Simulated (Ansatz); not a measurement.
A run on C₆H₉In (`C=[CH][In]([CH]=C)[CH]=C`) with other settings.

```yaml
crystal:
  periodic: [false, false, false]
  atoms:
    - {symbol: C, position_ang: [1.645888, -2.186509, -1.366681]}
    - {symbol: C, position_ang: [1.060328, -1.007904, -1.566116]}
    - {symbol: In, position_ang: [-0.033524, -0.001785, 0.038836]}
    - {symbol: C, position_ang: [-0.808678, 1.937229, -0.376387]}
    - {symbol: C, position_ang: [-0.814196, 2.580843, -1.485997]}
    - {symbol: C, position_ang: [-0.206970, -0.951617, 1.874570]}
    - {symbol: C, position_ang: [-0.847998, -0.406145, 2.908361]}
    - {symbol: H, position_ang: [1.566493, -2.742116, -0.489425]}
    - {symbol: H, position_ang: [2.206464, -2.671653, -2.319110]}
    - {symbol: H, position_ang: [1.188400, -0.537557, -2.549404]}
    - {symbol: H, position_ang: [-1.373290, 2.466018, 0.556690]}
    - {symbol: H, position_ang: [-0.311981, 2.151771, -2.283170]}
    - {symbol: H, position_ang: [-1.132854, 3.555174, -1.619797]}
    - {symbol: H, position_ang: [0.220460, -1.969911, 2.050702]}
    - {symbol: H, position_ang: [-0.961716, -0.898404, 3.877028]}
    - {symbol: H, position_ang: [-1.262075, 0.636942, 2.819831]}
basis:
  gaussian: {orbitals: def2-mTZVPP}
hamiltonian: {xc: {name: HF}}
```

```sh
$ ansatz run in.yaml --threads 2 --pin off --events-out ev --progress --plain --max-ram 32768MiB --backend cpu
```

Output, abridged:

```
Functional definition: HF
2485 factors; their error is unknown
mean field evaluation 1: about -11466.5894 eV, gradient 4.4e1 eV
mean field evaluation 2: about -11471.0079 eV, gradient 1.8e1 eV
mean field evaluation 4: about -11471.8832 eV, gradient 8.5e-1 eV
mean field evaluation 8: about -11472.1550 eV, gradient 7.2e-1 eV
mean field -11472.15561281 eV, -421.5939426644 hartree, gradient 3.2e-5 eV, S^2 0.000000; 0 other end points of the search recorded, 0 dependent functions left out
reference -11472.15561281 eV, -421.5939426644 hartree; 33, 33 occupied and 162, 162 virtual orbitals, 2485 factors
Total energy: -11472.15561281 eV, -421.5939426644 hartree
```

Run time 2.4 s (2 threads of an AMD EPYC 7R13 on a shared host); peak host memory 0.89 GiB.
